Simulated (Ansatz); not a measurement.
Compare A (`ClB(Cl)[SiH2][GeH3]`) with its isomer B (`[SiH3][GeH]([Cl])[BH]Cl`).

Computed with Ansatz on PBE0-D4/def2-TZVP structures; ΔE is electronic, products minus reactants. CCSD(T)/CBS adds triple-zeta CCSD(T) − MP2 to the extrapolated MP2 energy (def2 sets, frozen cores). DFT in def2-TZVPP. B3LYP here is the variant with VWN-RPA as its local correlation; programs differ in this. For Ge outer-core shells are correlated without core-valence functions, which leaves a few kJ/mol of doubt a bond. Scalar relativity is left out up to krypton. Each species was taken in one conformer, which may not be the lowest.

Q: Which is lower in electronic energy at CCSD(T)/CBS, and by how much? (An estimate is asked.)

A: Ansatz gave: A, by 2.7 kcal/mol.

Q: Give E(B) − E(A) in kcal/mol with B3LYP, PBE-D4, B2PLYP, PBE0-D4, MP2/def2-TZVPP, CCSD(T)/def2-TZVPP, HF/def2-TZVPP. (Best estimate.)

A: Computed: B3LYP 2.3, PBE-D4 5.3, B2PLYP 2.5, PBE0-D4 4.3, MP2/def2-TZVPP 3.1, CCSD(T)/def2-TZVPP 3.0, HF/def2-TZVPP -1.4. The order is the other way round with HF/def2-TZVPP.

Largest T1 diagnostic: 0.013.

In def2-TZVPP, CCSD(T) changes the Hartree–Fock value by +4.4 kcal/mol (the triples alone add +0.8 kcal/mol) and MP2 by +4.4 kcal/mol. From PBE to PBE0 (25 % exact exchange), in def2-TZVPP and without D4, E(B) − E(A) moves by −1.0 kcal/mol.
